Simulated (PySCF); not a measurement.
Telling isomers of C₇H₉NO apart by NMR

PySCF 2.14.0 with density-fitted response routines calculation with coordinates at the GFN2-xTB level and shielding tensors at PBE0/pcSseg-1 (GIAO); rapidly exchanging positions averaged, single conformer, relativity neglected, in vacuum.

δ = σ(ref) − σ, references computed at the same level: ¹H and ¹³C against TMS. Where no couplings were computed, multiplicities follow the n + 1 count of equivalent neighbours, and m marks all less simple cases (inequivalent or close neighbours, rings, F or P nearby). Acid and N–H amide carbonyl carbons lie up to 10 ppm further downfield in solution (hydrogen bonding). Shifts are as computed. Against solution values, carbons near 30 ppm lie about +3 ppm off and those near 130 ppm about +5 ppm. Of 1211 compounds with measured shifts, 218 miss one by over three times the rms of a fit or turn the order of signals round; such compounds aren't used in these exercises. Groups on amide-type nitrogens are kept apart (slow C–N rotation). OH and NH positions are gas-phase values without hydrogen bonding to other molecules.

(1) Tabulate the signals of `C=C[C@@H]1C=C[C@H]1NC=O`, `C=CC(=C)/C=C/C(N)=O` and their relative energies.

(2) What is the quickest way to tell C=C[C@@H]1C=C[C@H]1NC=O from C=CC(=C)/C=C/C(N)=O?

## Answers

(1) 
```tsv
SMILES	carbon types	δC	δH	E rel. (kcal/mol)
C=C[C@@H]1C=C[C@H]1NC=O	6×CH 1×CH2	159.5, 152.5, 148.0, 147.4, 122.4, 63.7, 54.7	8.20 (d, 1H), 6.52 (m, 1H), 6.37 (m, 1H), 6.10 (m, 1H), 5.49 (m, 1H), 5.33 (m, 1H), 5.21 (m, 1H), 4.54 (br, 1H), 2.95 (m, 1H)	17.9
C=CC(=C)/C=C/C(N)=O	2×C 3×CH 2×CH2	166.5, 151.5, 151.4, 144.6, 129.4, 128.8, 127.2	7.75 (d, 1H), 6.79 (m, 1H), 6.04 (d, 1H), 5.85 (m, 1H), 5.71 (m, 1H), 5.68 (m, 1H), 5.61 (m, 1H), 4.77 (br, 1H), 4.62 (br, 1H)	0.0
```

Energies are electronic energies at PBE0/pcSseg-1 on these geometries, without zero-point or thermal terms, each for the one conformer computed, which needn't be the lowest.

(2) Both give the same number of carbon signals, but DEPT or the intensities differ. The first has an allylic sp3 CH at 63.7 ppm, the second an amide carbonyl carbon (C) at 166.5 ppm. Their most deshielded carbons lie at 159.5 and 166.5 ppm. In the proton spectra the most deshielded non-exchanging signals are 8.20 (d, 1H) and 7.75 (d, 1H).
